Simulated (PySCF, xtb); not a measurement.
B(H)(Et)(NH2) (C2H8BN), SMILES B(CC)N.

GFN2-xTB (xtb) at its own geometry gives an orbital gap of 5.80 eV and a dipole moment of 1.94 D.

The structure is a stationary point at B3LYP-D3(BJ)/def2-SVP. Other conformers were not sampled.

Task: What does r2SCAN/def2-TZVP (PySCF) give? (Estimate from the structure and the level; the computed values follow.)

Result: gap 7.17 eV (levels -7.12 and 0.05 eV), dipole 1.68 D.
